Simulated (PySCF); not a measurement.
Frontier levels across methods

Compound: C2H7F2NSi.
Cartesian coordinates in Å at the PBE0-D3(BJ)/def2-SVP level; atoms count from 1:
```xyz
13
C2H7F2NSi angstrom
N      1.7954   -0.0541    0.3887
Si     0.0951   -0.3285    0.5721
C     -0.6825    1.3916    0.7274
F     -0.0896    2.0602    1.7882
C     -0.5991   -1.1676   -0.9808
F     -1.9651   -1.3333   -0.8228
H      2.1553    0.7750    0.8530
H      2.4516   -0.8199    0.4984
H     -0.3059   -1.1523    1.7570
H     -1.7717    1.3340    0.8954
H     -0.5214    1.9796   -0.1944
H     -0.4104   -0.5481   -1.8764
H     -0.1353   -2.1528   -1.1692
```

Basis pcSseg-1 throughout (PySCF), one geometry. Isolated species at its PBE0-D3(BJ)/def2-SVP geometry (one conformer only).

**Question.** How do the orbital energies, the gap and the dipole change with the method?

**Answer.** 
| method | kind | HOMO (eV) | LUMO (eV) | gap (eV) | μ (D) | SCF cycles |
| --- | --- | --- | --- | --- | --- | --- |
| BLYP | GGA | -5.99 | -0.32 | 5.67 | 2.10 | 13 |
| OPBE | GGA | -6.09 | -0.20 | 5.89 | 2.06 | 14 |
| PBE | GGA | -6.11 | -0.43 | 5.67 | 2.09 | 14 |
| B97-D | GGA | -6.14 | -0.28 | 5.86 | 2.11 | 14 |
| KT2 | GGA | -6.22 | -0.65 | 5.57 | 2.09 | 15 |
| BP86 | GGA | -6.23 | -0.46 | 5.76 | 2.11 | 13 |
| LDA | LDA | -6.23 | -0.70 | 5.52 | 2.17 | 13 |
| KT3 | GGA | -6.23 | -0.53 | 5.70 | 2.06 | 14 |
| B97-2 | global hybrid | -7.34 | 0.52 | 7.85 | 2.18 | 12 |
| B3LYP | global hybrid | -7.35 | 0.25 | 7.60 | 2.19 | 12 |
| PBE0 | global hybrid | -7.59 | 0.51 | 8.11 | 2.19 | 12 |
| mPW1PW91 | global hybrid | -7.64 | 0.52 | 8.16 | 2.19 | 12 |
| BHandHLYP | global hybrid | -8.99 | 1.41 | 10.40 | 2.29 | 12 |
| CAM-B3LYP | range-separated hybrid | -9.02 | 1.53 | 10.56 | 2.22 | 13 |
| wB97X-D | range-separated hybrid | -9.53 | 2.36 | 11.89 | 2.23 | 14 |
| LC-wPBE | range-separated hybrid | -10.42 | 2.86 | 13.28 | 2.20 | 14 |
| HF | Hartree–Fock | -11.21 | 3.76 | 14.97 | 2.41 | 10 |

The HOMO spans 5.22 eV, from BLYP down to HF, and the gap runs from 5.52 eV (LDA) to 14.97 eV (HF). Over the methods BLYP (0 %), OPBE (0 %), PBE (0 %), B97-D (0 %), KT2 (0 %), BP86 (0 %), LDA (0 %), KT3 (0 %), B97-2 (21 %), B3LYP (20 %), PBE0 (25 %), mPW1PW91 (25 %), BHandHLYP (50 %), HF (100 %), a straight line through the gap against the share of exact exchange rises by 0.93 eV for each 10 % (correlation coefficient 0.999). The dipole ranges from 2.06 D (OPBE) to 2.41 D (HF). This basis has no diffuse functions.
